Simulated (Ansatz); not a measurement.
The same molecule with X = N, As, Sb. Ansatz, PBE0-D4/def2-TZVP geometries, multiplicity 1.

Elements past krypton have def2 core potentials. Scalar relativity is left out up to krypton.

```json
{"X": "As", "molecule": "`C[AsH]C`", "mean X–C bond length / Å": "1.968", "mean X–H bond length / Å": "1.527", "HOMO–LUMO gap (PBE0/def2-TZVPP) / eV": "7.44", "HOMO energy (PBE/def2-TZVPP) / eV": "-5.68", "size of the dipole moment (ωB97M-V/def2-TZVPP) / D": "0.96"}
{"X": "Sb", "molecule": "`[CH3][SbH][CH3]`", "mean X–C bond length / Å": "2.159", "mean X–H bond length / Å": "1.715", "HOMO–LUMO gap (PBE0/def2-TZVPP) / eV": "6.69", "HOMO energy (PBE/def2-TZVPP) / eV": "-5.68", "size of the dipole moment (ωB97M-V/def2-TZVPP) / D": "0.69"}
```

(1) Give the row for X = N, `CNC`. (Best estimate.)

Results:

(1) Ansatz gave: 
```json
{"X": "N", "molecule": "`CNC`", "mean X–C bond length / Å": "1.445", "mean X–H bond length / Å": "1.011", "HOMO–LUMO gap (PBE0/def2-TZVPP) / eV": "7.59", "HOMO energy (PBE/def2-TZVPP) / eV": "-4.93", "size of the dipole moment (ωB97M-V/def2-TZVPP) / D": "0.96"}
```

From N to Sb the mean X–C bond length rises at each step, by 0.714 Å in all; the mean X–H bond length rises at each step, by 0.704 Å in all; the HOMO–LUMO gap (PBE0/def2-TZVPP) falls at each step, by 0.90 eV in all; the HOMO energy (PBE/def2-TZVPP) isn't monotonic: highest at N, lowest at As. Bonds lengthen as the atom grows down the group. Dipoles are sizes alone, and their direction can turn along the series.

Spin–orbit coupling is left out; it splits and shifts lone-pair levels of the heavy atoms by tenths of an eV.
